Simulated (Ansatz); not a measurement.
Ansatz (a program for electronic structure) input file for CH7FN2Si, SMILES CN[Si@H](N)F, PBE0/def2-SVPD. The structure is a stationary point at r2SCAN-D4/def2-SVP. The structure was generated by enumeration; whether it is a known compound was not checked. One conformer was computed; it need not be the lowest.

Ansatz 0.2 input:
```yaml
crystal:
  periodic: [false, false, false]
  atoms:
    - {symbol: C, position_ang: [2.18483422, 0.02806162, 0.95807569]}
    - {symbol: N, position_ang: [1.05533495, -0.51795556, 0.23289567]}
    - {symbol: Si, position_ang: [-0.49702964, 0.17753707, 0.08285469]}
    - {symbol: N, position_ang: [-1.59184546, -1.08449470, -0.29790202]}
    - {symbol: F, position_ang: [-0.70238133, 1.22730935, -1.15324431]}
    - {symbol: H, position_ang: [1.83419230, 0.80282626, 1.65801484]}
    - {symbol: H, position_ang: [2.69844512, -0.74243615, 1.56029963]}
    - {symbol: H, position_ang: [2.93991032, 0.50039837, 0.30153493]}
    - {symbol: H, position_ang: [1.29264255, -1.27002113, -0.40907319]}
    - {symbol: H, position_ang: [-0.69860924, 1.00669201, 1.30327673]}
    - {symbol: H, position_ang: [-2.45857606, -0.87807634, -0.78354702]}
    - {symbol: H, position_ang: [-1.68158971, -1.90190419, 0.29531739]}
basis:
  gaussian:
    orbitals: def2-SVPD
hamiltonian:
  xc: {name: PBE0}
```

Log of the run:

```
WARN ansatz: RAYON_NUM_THREADS=1 ignored (pool sized by the plan → 1); use --threads N
Functional definition: PBE0
integrals: 0.09 GiB planned
1397 factors; their error is unknown
mean field: 0.80 GiB planned
mean field evaluation 1: about -14701.3386 eV, gradient 7.1e1 eV
mean field evaluation 2: about -14692.0903 eV, gradient 9.5e1 eV
mean field evaluation 4: about -14711.0804 eV, gradient 3.4e0 eV
mean field evaluation 8: about -14711.1050 eV, gradient 3.5e-2 eV
mean field evaluation 16: about -14711.1707 eV, gradient 3.2e-5 eV
mean field -14711.17069545 eV, -540.6255514681 hartree, gradient 3.2e-5 eV, S^2 0.000000; 0 other end points of the search recorded, 0 dependent functions left out
reference -14711.17072986 eV, -540.6255527329 hartree; 25, 25 occupied and 138, 138 virtual orbitals, 1397 factors
Total energy: -14711.17072986 eV, -540.6255527329 hartree
```

The calculation finished and met its thresholds.
